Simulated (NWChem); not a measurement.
System: C₄H₄F₂; SMILES C(=CC(F)F)=C

NWChem input:

```
start job
memory heap 200 mb stack 900 mb global 1100 mb
geometry units angstroms noautoz
  C      0.282394    -2.789387     0.000000
  C     -0.174608    -1.565990     0.000000
  C     -0.618858    -0.334249     0.000000
  C      0.286080     0.855287     0.000000
  F      0.040808     1.623331    -1.086953
  F      0.040808     1.623331     1.086953
  H      0.478166    -3.319807    -0.937676
  H      0.478166    -3.319807     0.937676
  H     -1.694356    -0.119024     0.000000
  H      1.352846     0.574356     0.000000
end
basis spherical
  * library def2-tzvpp
end
dft
  xc xpbe96 cpbe96
  iterations 150
  semidirect filesize 400000000
  mulliken
end
task dft energy
```

Excerpt of the output:

```
             Northwest Computational Chemistry Package (NWChem) 7.3.0
             --------------------------------------------------------

 CS  symmetry detected

                             Geometry "geometry" -> ""
                             -------------------------

 Output coordinates in angstroms (scale by  1.889725989 to convert to a.u.)

  No.       Tag          Charge          X              Y              Z
 ---- ---------------- ---------- -------------- -------------- --------------
    1 C                    6.0000     0.27787727     2.79048615     0.00000000
    2 C                    6.0000    -0.17713817     1.56634890     0.00000000
    3 C                    6.0000    -0.61938808     0.33388837     0.00000000
    4 C                    6.0000     0.28747972    -0.85417706     0.00000000
    5 F                    9.0000     0.04345482    -1.62261821    -1.08695300
    6 F                    9.0000     0.04345482    -1.62261821     1.08695300
    7 H                    1.0000     0.47278797     3.32122325    -0.93767600
    8 H                    1.0000     0.47278797     3.32122325     0.93767600
    9 H                    1.0000    -1.69453529     0.11691778     0.00000000
   10 H                    1.0000     1.35378827    -0.57151474     0.00000000

 Effective nuclear repulsion energy (a.u.)     216.4931655472

      Symmetry information
      --------------------

 Group name             Cs
 Group number              2
 Group order               2
 No. of unique centers     8

  pbe96 is a nonlocal functional; adding pw91lda local functional.

                                 NWChem DFT Module
                                 -----------------

 Summary of "ao basis" -> "ao basis" (spherical)
 ------------------------------------------------------------------------------
       Tag                 Description            Shells   Functions and Types
 ---------------- ------------------------------  ------  ---------------------
 C                         def2-tzvpp               11       31   5s3p2d1f
 F                         def2-tzvpp               11       31   5s3p2d1f
 H                         def2-tzvpp                6       14   3s2p1d

      Symmetry analysis of basis
      --------------------------

        a'        149
        a"         93

            General Information
            -------------------
          SCF calculation type: DFT
          Wavefunction type:  closed shell.
          No. of atoms     :    10
          No. of electrons :    46
           Alpha electrons :    23
            Beta electrons :    23
          Charge           :     0
          Spin multiplicity:     1
          Use of symmetry is: on ; symmetry adaption is: on
          Maximum number of iterations: 150
          AO basis - number of functions:   242
                     number of shells:    90
          Convergence on energy requested:  1.00D-06
          Convergence on density requested:  1.00D-05
          Convergence on gradient requested:  5.00D-04

              XC Information
              --------------
          PerdewBurkeErnzerhof Exchange Functional  1.000
            Perdew 1991 LDA Correlation Functional  1.000 local
           PerdewBurkeErnz. Correlation Functional  1.000 non-local

             Grid Information
             ----------------
          Grid used for XC integration:  medium
          Radial quadrature: Mura-Knowles
          Angular quadrature: Lebedev.
          Tag              B.-S. Rad. Rad. Pts. Rad. Cut. Ang. Pts.
          ---              ---------- --------- --------- ---------
          C                   0.70       49          12.0       434
          F                   0.50       49          13.0       434
          H                   0.35       45          12.0       434
          Grid pruning is: on
          Number of quadrature shells:   380
          Spatial weights used:  Erf1

      Superposition of Atomic Density Guess
      -------------------------------------

 Sum of atomic energies:        -351.52070634

      Non-variational initial energy
      ------------------------------

 Total energy =    -354.314766
 1-e energy   =    -912.083647
 2-e energy   =     341.275716
 HOMO         =      -0.312481
 LUMO         =       0.005727

      Symmetry analysis of molecular orbitals - initial
      -------------------------------------------------

  Numbering of irreducible representations:

     1 a'          2 a"

  Orbital symmetries:

     1 a'          2 a"          3 a'          4 a'          5 a'
     6 a'          7 a'          8 a"          9 a'         10 a'
    11 a'         12 a'         13 a"         14 a'         15 a'
    16 a"         17 a"         18 a'         19 a"         20 a'
    21 a'         22 a"         23 a'         24 a"         25 a'
    26 a'         27 a'         28 a'         29 a'         30 a"
    31 a"         32 a'         33 a'

------------------------------------------------------------
EAF file 0: "./job.aoints.0" size=709885952 bytes
------------------------------------------------------------
               write      read    awrite     aread      wait
               -----      ----    ------     -----      ----
     calls:     1354         0         0         0         0
   data(b): 7.10e+08  0.00e+00  0.00e+00  0.00e+00
   time(s): 0.00e+00  0.00e+00  0.00e+00  0.00e+00  0.00e+00
rate(mb/s): 0.00e+00  0.00e+00
------------------------------------------------------------

     ---------------------------------------------
      Total Density - Mulliken Population Analysis
     ---------------------------------------------

    Atom       Charge   Shell Charges
 -----------   ------   -------------------------------------------------------
    1 C    6     6.39   0.86  1.12  0.56  0.64  0.14  1.24  1.32  0.45  0.01  0.04  0.00
    2 C    6     5.85   0.86  1.12  0.60  0.49  0.09  1.13  1.21  0.27  0.02  0.05  0.02
    3 C    6     6.30   0.86  1.12  0.56  0.61  0.11  1.25  1.35  0.36  0.02  0.06  0.01
    4 C    6     5.28   0.85  1.13  0.50  0.60  0.10  0.87  0.91  0.12  0.04  0.15  0.02
    5 F    9     9.38   0.77  1.20  0.61  1.00  0.31  2.33  2.31  0.83  0.00  0.01  0.00
    6 F    9     9.38   0.77  1.20  0.61  1.00  0.31  2.33  2.31  0.83  0.00  0.01  0.00
    7 H    1     0.83   0.23  0.43  0.14  0.01  0.03  0.00
    8 H    1     0.83   0.23  0.43  0.14  0.01  0.03  0.00
    9 H    1     0.84   0.23  0.43  0.15  0.01  0.03  0.00
   10 H    1     0.92   0.25  0.45  0.20  0.01  0.01  0.00

   convergence    iter        energy       DeltaE   RMS-Dens  Diis-err
 ---------------- ----- ----------------- --------- --------- ---------
 d= 0,ls=0.0,diis     1   -354.0717890422 -5.71D+02  7.02D-03  1.73D+00
 d= 0,ls=0.0,diis     2   -353.8842780336  1.88D-01  3.99D-03  3.98D+00
 d= 0,ls=0.0,diis     3   -354.1974854739 -3.13D-01  1.34D-03  1.81D-01
 d= 0,ls=0.0,diis     4   -354.2032906713 -5.81D-03  6.63D-04  6.95D-02
 d= 0,ls=0.0,diis     5   -354.2110249563 -7.73D-03  2.36D-04  8.92D-03
  Resetting Diis
 d= 0,ls=0.0,diis     6   -354.2121297379 -1.10D-03  7.76D-05  4.55D-04
 d= 0,ls=0.0,diis     7   -354.2121877828 -5.80D-05  2.89D-05  1.49D-05
 d= 0,ls=0.0,diis     8   -354.2121815554  6.23D-06  1.95D-05  5.82D-05
 d= 0,ls=0.0,diis     9   -354.2121896595 -8.10D-06  4.34D-06  2.99D-06
 d= 0,ls=0.0,diis    10   -354.2121900194 -3.60D-07  1.11D-06  1.61D-07

         Total DFT energy =     -354.212190019378
      One electron energy =     -915.605272420827
           Coulomb energy =      388.574169079199
    Exchange-Corr. energy =      -43.674252224913
 Nuclear repulsion energy =      216.493165547163

 Numeric. integr. density =       45.999999897837

                  Occupations of the irreducible representations
                  ----------------------------------------------

                     irrep           alpha         beta
                     --------     --------     --------
                     a'               16.0         16.0
                     a"                7.0          7.0

                       DFT Final Molecular Orbital Analysis
                       ------------------------------------

 Vector   21  Occ=2.000000D+00  E=-3.047478D-01  Symmetry=a'
              MO Center=  2.3D-01, -7.7D-01, -6.6D-15, r^2= 2.9D+00
   Bfn.  Coefficient  Atom+Function         Bfn.  Coefficient  Atom+Function
  ----- ------------  ---------------      ----- ------------  ---------------
   130      0.273406   5 F  px              161      0.273406   6 F  px
    66      0.231356   3 C  s               133      0.219449   5 F  px
   164      0.219449   6 F  px              230     -0.188892  10 H  s
    99     -0.180943   4 C  px              231     -0.164474  10 H  s
    67      0.159446   3 C  s               136      0.152240   5 F  px

 Vector   22  Occ=2.000000D+00  E=-2.582256D-01  Symmetry=a'
              MO Center=  1.9D-02,  1.7D+00, -2.0D-14, r^2= 3.0D+00
   Bfn.  Coefficient  Atom+Function         Bfn.  Coefficient  Atom+Function
  ----- ------------  ---------------      ----- ------------  ---------------
     6      0.280221   1 C  px                9      0.231513   1 C  px
    37      0.232077   2 C  px               40      0.184834   2 C  px
    12      0.156425   1 C  px                7     -0.100636   1 C  py
    41     -0.100672   2 C  py               68     -0.096660   3 C  px
    43      0.096027   2 C  px               71     -0.095511   3 C  px

[...]
```

Level: PBE/def2-TZVPP. Geometry: optimised at PBE0/def2-SVP.
